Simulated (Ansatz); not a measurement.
Ansatz (a program for electronic structure) input (B3LYP-D3(BJ)/def2-TZVP):

Ansatz 0.2 input:
```yaml
crystal:
  periodic: [false, false, false]
  atoms:
    - {symbol: Y, position_ang: [0.13609656, -0.11790235, 0.26725341]}
    - {symbol: O, position_ang: [1.26596856, -0.15246216, -1.16535862]}
    - {symbol: F, position_ang: [-1.71505712, 0.64643208, -0.12222377]}
basis:
  gaussian:
    orbitals: def2-TZVP
hamiltonian:
  xc: b3lyp
  dispersion: d3bj
phonons: {temperatures: {t_min: 298.15, t_max: 298.15, t_step: 100}}
```

Output:

```
Functional definition: B3LYP
integrals: 0.03 GiB planned
674 factors; their error is unknown
mean field: 0.26 GiB planned
mean field evaluation 1: about -5794.8703 eV, gradient 9.7e1 eV
mean field evaluation 2: about -5538.9636 eV, gradient 2.6e2 eV
mean field evaluation 4: about -5805.7507 eV, gradient 5.7e1 eV
mean field evaluation 8: about -5811.7217 eV, gradient 2.0e-1 eV
mean field evaluation 16: about -5811.7500 eV, gradient 2.2e-5 eV
mean field -5811.74995137 eV, -213.5778713674 hartree, gradient 2.2e-5 eV, S^2 0.000000; 0 other end points of the search recorded, 0 dependent functions left out
the calculation of the forces begins
reference -5811.75021203 eV, -213.5778809465 hartree; 14, 14 occupied and 88, 88 virtual orbitals, 674 factors
these checks for a lower state are left out or cut short: stability, starts, cluster_reference, orbital_swaps, neighbouring_geometries, increment
integrals: 0.03 GiB planned
674 factors; their error is unknown
mean field: 0.26 GiB planned
mean field -5811.74987062 eV, -213.5778683997 hartree, gradient 1.3e-6 eV, S^2 0.000000; 0 other end points of the search recorded, 0 dependent functions left out
the calculation of the forces begins
reference -5811.75013129 eV, -213.5778779793 hartree; 14, 14 occupied and 88, 88 virtual orbitals, 674 factors
these checks for a lower state are left out or cut short: stability, starts, cluster_reference, orbital_swaps, neighbouring_geometries, increment
integrals: 0.03 GiB planned
674 factors; their error is unknown
mean field: 0.26 GiB planned
mean field evaluation 32: about -5811.7499 eV, gradient 1.3e-6 eV
mean field -5811.74986768 eV, -213.5778682916 hartree, gradient 1.3e-6 eV, S^2 0.000000; 0 other end points of the search recorded, 0 dependent functions left out
the calculation of the forces begins
reference -5811.75012832 eV, -213.5778778701 hartree; 14, 14 occupied and 88, 88 virtual orbitals, 674 factors
these checks for a lower state are left out or cut short: stability, starts, cluster_reference, orbital_swaps, neighbouring_geometries, increment
integrals: 0.03 GiB planned
674 factors; their error is unknown
mean field: 0.26 GiB planned
mean field -5811.74990599 eV, -213.5778696997 hartree, gradient 1.4e-6 eV, S^2 0.000000; 0 other end points of the search recorded, 0 dependent functions left out
the calculation of the forces begins
reference -5811.75016666 eV, -213.5778792791 hartree; 14, 14 occupied and 88, 88 virtual orbitals, 674 factors
these checks for a lower state are left out or cut short: stability, starts, cluster_reference, orbital_swaps, neighbouring_geometries, increment
integrals: 0.03 GiB planned
674 factors; their error is unknown
mean field: 0.26 GiB planned
mean field -5811.74990886 eV, -213.5778698051 hartree, gradient 1.3e-6 eV, S^2 0.000000; 0 other end points of the search recorded, 0 dependent functions left out
the calculation of the forces begins
reference -5811.75016951 eV, -213.5778793838 hartree; 14, 14 occupied and 88, 88 virtual orbitals, 674 factors
these checks for a lower state are left out or cut short: stability, starts, cluster_reference, orbital_swaps, neighbouring_geometries, increment
integrals: 0.03 GiB planned
674 factors; their error is unknown
mean field: 0.26 GiB planned
mean field -5811.74992608 eV, -213.5778704380 hartree, gradient 1.3e-6 eV, S^2 0.000000; 0 other end points of the search recorded, 0 dependent functions left out
the calculation of the forces begins
reference -5811.75018675 eV, -213.5778800175 hartree; 14, 14 occupied and 88, 88 virtual orbitals, 674 factors
these checks for a lower state are left out or cut short: stability, starts, cluster_reference, orbital_swaps, neighbouring_geometries, increment
integrals: 0.03 GiB planned
674 factors; their error is unknown
mean field: 0.26 GiB planned
mean field evaluation 64: about -5811.7499 eV, gradient 1.3e-6 eV
mean field -5811.74990009 eV, -213.5778694828 hartree, gradient 1.3e-6 eV, S^2 0.000000; 0 other end points of the search recorded, 0 dependent functions left out
the calculation of the forces begins
reference -5811.75016074 eV, -213.5778790613 hartree; 14, 14 occupied and 88, 88 virtual orbitals, 674 factors
these checks for a lower state are left out or cut short: stability, starts, cluster_reference, orbital_swaps, neighbouring_geometries, increment
integrals: 0.03 GiB planned
674 factors; their error is unknown
mean field: 0.26 GiB planned
mean field -5811.74991832 eV, -213.5778701525 hartree, gradient 1.3e-6 eV, S^2 0.000000; 0 other end points of the search recorded, 0 dependent functions left out
the calculation of the forces begins
reference -5811.75017897 eV, -213.5778797314 hartree; 14, 14 occupied and 88, 88 virtual orbitals, 674 factors
these checks for a lower state are left out or cut short: stability, starts, cluster_reference, orbital_swaps, neighbouring_geometries, increment
integrals: 0.03 GiB planned
674 factors; their error is unknown
mean field: 0.26 GiB planned
mean field -5811.74991025 eV, -213.5778698563 hartree, gradient 1.3e-6 eV, S^2 0.000000; 0 other end points of the search recorded, 0 dependent functions left out
the calculation of the forces begins
reference -5811.75017092 eV, -213.5778794355 hartree; 14, 14 occupied and 88, 88 virtual orbitals, 674 factors
these checks for a lower state are left out or cut short: stability, starts, cluster_reference, orbital_swaps, neighbouring_geometries, increment
integrals: 0.03 GiB planned
674 factors; their error is unknown
mean field: 0.26 GiB planned
mean field -5811.74988746 eV, -213.5778690185 hartree, gradient 1.3e-6 eV, S^2 0.000000; 0 other end points of the search recorded, 0 dependent functions left out
the calculation of the forces begins
reference -5811.75014809 eV, -213.5778785966 hartree; 14, 14 occupied and 88, 88 virtual orbitals, 674 factors
these checks for a lower state are left out or cut short: stability, starts, cluster_reference, orbital_swaps, neighbouring_geometries, increment
integrals: 0.03 GiB planned
674 factors; their error is unknown
mean field: 0.26 GiB planned
mean field evaluation 96: about -5811.7499 eV, gradient 1.3e-6 eV
mean field -5811.74991641 eV, -213.5778700824 hartree, gradient 1.3e-6 eV, S^2 0.000000; 0 other end points of the search recorded, 0 dependent functions left out
the calculation of the forces begins
reference -5811.75017709 eV, -213.5778796624 hartree; 14, 14 occupied and 88, 88 virtual orbitals, 674 factors
these checks for a lower state are left out or cut short: stability, starts, cluster_reference, orbital_swaps, neighbouring_geometries, increment
integrals: 0.03 GiB planned
674 factors; their error is unknown
mean field: 0.26 GiB planned
mean field -5811.74994622 eV, -213.5778711780 hartree, gradient 9.3e-7 eV, S^2 0.000000; 0 other end points of the search recorded, 0 dependent functions left out
the calculation of the forces begins
reference -5811.75020688 eV, -213.5778807569 hartree; 14, 14 occupied and 88, 88 virtual orbitals, 674 factors
these checks for a lower state are left out or cut short: stability, starts, cluster_reference, orbital_swaps, neighbouring_geometries, increment
integrals: 0.03 GiB planned
674 factors; their error is unknown
mean field: 0.26 GiB planned
mean field -5811.74995140 eV, -213.5778713683 hartree, gradient 9.1e-7 eV, S^2 0.000000; 0 other end points of the search recorded, 0 dependent functions left out
the calculation of the forces begins
reference -5811.75021206 eV, -213.5778809475 hartree; 14, 14 occupied and 88, 88 virtual orbitals, 674 factors
Total energy: -5811.82911851 eV, -213.5807807061 hartree
Atom 0 at     0.136097    -0.117902     0.267253 Å, force     0.000089    -0.000068     0.000141 eV/Å
Atom 1 at     1.265969    -0.152462    -1.165359 Å, force     0.000007     0.000018    -0.000079 eV/Å
Atom 2 at    -1.715057     0.646432    -0.122224 Å, force    -0.000096     0.000050    -0.000062 eV/Å
Dipole moment:     0.152157    -0.450983     1.532971 e Å
Vibrations: 176.51 541.98 838.71 cm⁻¹, zero-point energy 0.096534 eV
```
